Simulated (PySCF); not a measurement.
H6Ge2, charge +1, doublet (typed; the unrestricted solution is spin-contaminated), at a GFN2-xTB geometry (a state made from the parent by changing its charge; the spin is typed, not shown lowest); DF-PBE0/6-31G** (PySCF).

Here is a job for PySCF.
```python
from pyscf import gto, scf, dft

mol = gto.M(
    atom='''
Ge   -1.294693    0.136967   -0.019984
Ge    1.294693   -0.136967    0.019984
H    -1.736890   -0.853950   -1.069363
H    -1.489179    1.585660   -0.396969
H    -1.706715   -0.209863    1.390193
H     1.489815   -1.573047    0.442185
H     1.740859    0.886572    1.035835
H     1.702110    0.164629   -1.401882
''',
    basis='6-31g**',
    charge=1,
    spin=1,
    verbose=4,
    symmetry=True,
)

mf = dft.UKS(mol)
mf.xc = 'pbe0'
mf.irrep_nelec = {'A': (19, 17), 'B': (16, 17)}
mf = mf.density_fit(auxbasis='def2-universal-jkfit')
mf.kernel()
mf.analyze()
```

Q: Write the output that PySCF gives for this input, abridged.

A: 
```
PySCF version 2.14.0

[INPUT] verbose = 4
[INPUT] num. atoms = 8
[INPUT] num. electrons = 69
[INPUT] charge = 1
[INPUT] spin (= nelec alpha-beta = 2S) = 1
[INPUT] symmetry True subgroup None
[INPUT] Mole.unit = angstrom
[INPUT] Symbol           X                Y                Z      unit          X                Y                Z       unit  Magmom
[...]
nuclear repulsion = 308.662288559625
point group symmetry = D3, use subgroup C2
symmetry origin: [-1.26882631e-17  2.69960875e-08 -2.69960875e-08]
symmetry axis x: [-0.04097989 -0.2460753   0.96838401]
symmetry axis y: [ 0.99433352 -0.10519167  0.01534785]
symmetry axis z: [0.09808921 0.96352564 0.24899166]
num. orbitals of irrep A = 47
num. orbitals of irrep B = 47
number of shells = 42
number of NR pGTOs = 232
number of NR cGTOs = 94
basis = 6-31g**
ecp = {}

******** <class 'pyscf.df.df_jk.DFSymAdaptedUKS'> ********
method = DFSymAdaptedUKS
initial guess = minao
damping factor = 0
level_shift factor = 0
DIIS = <class 'pyscf.scf.diis.CDIIS'>
diis_start_cycle = 1
diis_space = 8
diis_damp = 0
SCF conv_tol = 1e-09
SCF conv_tol_grad = None
SCF max_cycles = 50
direct_scf = False
number electrons alpha = 35  beta = 34
irrep_nelec {'A': (19, 17), 'B': (16, 17)}
XC library pyscf.dft.libxc version 7.1.2
    S. Lehtola, C. Steigemann, M. J. T. Oliveira, and M. A. L. Marques,  SoftwareX 7, 1–5 (2018)
XC functionals = pbe0
    C. Adamo and V. Barone,  J. Chem. Phys. 110, 6158 (1999)
    M. Ernzerhof and G. E. Scuseria,  J. Chem. Phys. 110, 5029 (1999)
radial grids:
    Treutler-Ahlrichs [JCP 102, 346 (1995); DOI:10.1063/1.469408] (M4) radial grids

becke partition: Becke, JCP 88, 2547 (1988); DOI:10.1063/1.454033
pruning grids: <function nwchem_prune>
grids dens level: 3
symmetrized grids: True
atomic radii adjust function: <function treutler_atomic_radii_adjust>
small_rho_cutoff = 0
Freeze 69 electrons in irreps ['A', 'B']
    0 free electrons in irreps
Set gradient conv threshold to 3.16228e-05
tot grids = 100128
******** <class 'pyscf.df.df.DF'> ********
auxbasis = def2-universal-jkfit
init E= -4155.08994827258

cycle= 1 E= -4155.74358270458  delta_E= -0.654  |g|= 0.388  |ddm|=    3

cycle= 2 E= -4155.75765975859  delta_E= -0.0141  |g|= 0.428  |ddm|= 1.14

cycle= 3 E= -4155.79820761347  delta_E= -0.0405  |g|= 0.0184  |ddm|= 0.344

cycle= 4 E= -4155.79857498935  delta_E= -0.000367  |g|= 0.00716  |ddm|= 0.0568

cycle= 5 E= -4155.79864720034  delta_E= -7.22e-05  |g|= 0.00264  |ddm|= 0.0381

[...]
converged SCF energy = -4155.79866221261  <S^2> = 1.7618062  2S+1 = 2.8367631
Total Energy =                       -4155.798662212605450
[...]
beta  MO #65 (B #32), energy= 0.938797594657383 occ= 0
beta  MO #66 (B #33), energy= 0.982568878128853 occ= 0
beta  MO #67 (B #34), energy= 1.73795777439567 occ= 0
beta  MO #68 (A #34), energy= 1.73813996908364 occ= 0
beta  MO #69 (A #35), energy= 1.83897347515682 occ= 0
beta  MO #70 (B #35), energy= 1.85267126102289 occ= 0
beta  MO #71 (A #36), energy= 1.88205805356426 occ= 0
beta  MO #72 (B #36), energy= 1.895887649453 occ= 0
beta  MO #73 (B #37), energy= 1.91425023136209 occ= 0
beta  MO #74 (A #37), energy= 1.92057665763313 occ= 0
beta  MO #75 (B #38), energy= 2.0235218295311 occ= 0
beta  MO #76 (A #38), energy= 2.0432746538388 occ= 0
beta  MO #77 (A #39), energy= 2.04634436891151 occ= 0
beta  MO #78 (B #39), energy= 2.04849532117067 occ= 0
beta  MO #79 (A #40), energy= 2.20395059998762 occ= 0
beta  MO #80 (B #40), energy= 2.22573357517202 occ= 0
beta  MO #81 (B #41), energy= 2.38057596825063 occ= 0
beta  MO #82 (A #41), energy= 2.41657872040222 occ= 0
beta  MO #83 (A #42), energy= 2.45670050982137 occ= 0
beta  MO #84 (B #42), energy= 2.4919359815802 occ= 0
beta  MO #85 (A #43), energy= 3.07116445329293 occ= 0
beta  MO #86 (B #43), energy= 3.07743350412254 occ= 0
beta  MO #87 (B #44), energy= 3.23062792064048 occ= 0
beta  MO #88 (A #44), energy= 3.23119312642541 occ= 0
beta  MO #89 (A #45), energy= 3.24829481610429 occ= 0
beta  MO #90 (B #45), energy= 3.28060172164443 occ= 0
beta  MO #91 (A #46), energy= 3.2894661450528 occ= 0
beta  MO #92 (A #47), energy= 3.29348622239564 occ= 0
beta  MO #93 (B #46), energy= 3.29423684083192 occ= 0
beta  MO #94 (B #47), energy= 3.32210899759622 occ= 0
 ** Mulliken pop alpha/beta on meta-lowdin orthogonal AOs **
 ** Mulliken pop       alpha | beta **
In total            35.00000 | 34.00000
 ** Mulliken atomic charges   ( Nelec_alpha | Nelec_beta ) **
charge of  0Ge =      0.34290  (    16.08882     15.56828 )
charge of  1Ge =      0.34290  (    16.08882     15.56828 )
charge of  2H =      0.07226  (     0.42414      0.50360 )
charge of  3H =      0.06907  (     0.42667      0.50426 )
charge of  4H =      0.01577  (     0.56037      0.42386 )
charge of  5H =      0.07226  (     0.42414      0.50360 )
charge of  6H =      0.06907  (     0.42667      0.50426 )
charge of  7H =      0.01577  (     0.56037      0.42386 )

WARN: System has nonzero charge 1; the dipole moment is origin-dependent.
Location of origin: [0. 0. 0.]

Dipole moment(X, Y, Z, Debye):  0.00470,  0.04616,  0.01193
```
